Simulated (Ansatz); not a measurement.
Breaking the Al1–H2 bond in AlH3O2 (SMILES [OH][AlH][OH]) (multiplicity 1 held, fragments rigid). Energies count from the point at 1.565 Å.
Geometry at that point (charge 0, multiplicity 1):
```xyz
6

Al    -0.3508    -0.2253    -0.1869
H     -1.5469    -1.0138    -0.8163
O     -0.1288     1.3919    -0.6342
H      0.5760     1.9477    -0.2982
O      0.7340    -0.9151     0.9228
H      0.6904    -1.8192     1.2355
```

R- and RO- levels are restricted; in cc, def2 and unpolarised 6-31G sets they are followed outwards from rest. U- levels take the lowest unrestricted solution at each point, which mixes spins at long bonds. Active spaces are followed from a long bond inwards. Curves can end on different states.

Cores are frozen in the correlated methods.

Run with Ansatz (Gaussian basis) for Hartree–Fock, density functionals and correlated methods. 

Energies in kJ/mol.

```csv
R (Å),U-MP2/cc-pV(D+d)Z,U-SCS-MP2/cc-pV(D+d)Z,R-CCSD/cc-pV(D+d)Z,R-CCSD(T)/cc-pV(D+d)Z,"CASSCF(2,2)/cc-pV(D+d)Z","FIC-MRCISD+Q on CASSCF(2,2)/cc-pV(D+d)Z"
1.252,109,109,109,109,116,109
1.408,22,22,22,22,26,22
1.565,0,0,0,0,0,0
1.721,14,14,13,13,9,13
1.878,47,47,45,44,[?],44
2.112,112,112,107,105,91,106
2.347,195,198,171,169,148,168
2.738,295,305,263,256,228,256
3.130,329,341,325,312,[?],312
3.599,342,354,366,341,312,346
4.225,347,359,387,344,326,361
5.007,348,360,394,334,329,364
```

Fill in the missing entries.


- 1.878, CASSCF(2,2)/cc-pV(D+d)Z: 36
- 3.130, CASSCF(2,2)/cc-pV(D+d)Z: 281

Doubts at one or more of the structures used: a spin-contaminated determinant (U-MP2/cc-pV(D+d)Z, U-SCS-MP2/cc-pV(D+d)Z); a restricted determinant that unrestricted orbitals would lower (R-CCSD/cc-pV(D+d)Z, R-CCSD(T)/cc-pV(D+d)Z); other coupled-cluster roots lie near (R-CCSD/cc-pV(D+d)Z, R-CCSD(T)/cc-pV(D+d)Z); T1 above 0.05 (R-CCSD/cc-pV(D+d)Z, R-CCSD(T)/cc-pV(D+d)Z).

Ansatz is a quantum-chemistry and plane-wave program.
